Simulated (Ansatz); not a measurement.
System: sum formula Si2H2Cl3 (charge 0, doublet). It need not be the lowest isomer of its formula. 
Geometry from a B3LYP-D3(BJ)/def2-TZVP (Ansatz, an electronic-structure program) optimisation:
SMILES: Cl[Si](Cl)(Cl)[SiH2]
```xyz
7

Si     2.2445    -0.2018     0.4872
Si    -0.0134     0.0025    -0.0001
Cl    -0.5248    -0.8375    -1.8085
Cl    -1.1215    -0.9237     1.4605
Cl    -0.5287     1.9899    -0.0599
H      2.6550    -1.6213     0.6105
H      3.0869     0.5233    -0.4944
```
Charge 0, spin multiplicity 2.

Parts of the frozen-core correlation energy in 6-31G* (Ansatz, hartree). Frozen orbitals: 25; correlated occupied orbitals by spin: 16 and 15; virtual: 58 and 59. UHF or UKS for open shells. Spin-orbit coupling is left out. No relativistic terms.

| term | value |
|---|---|
| reference (HF) | -1957.56001 |
| MP2 opposite-spin | -0.39197 |
| MP2 same-spin | -0.13684 |
| CCSD correlation | -0.58643 |
| (T) | -0.01631 |
| T1 diagnostic | 0.012 |
| largest doubles amplitude | 0.026 |
| <S^2> of the reference | 0.757 |
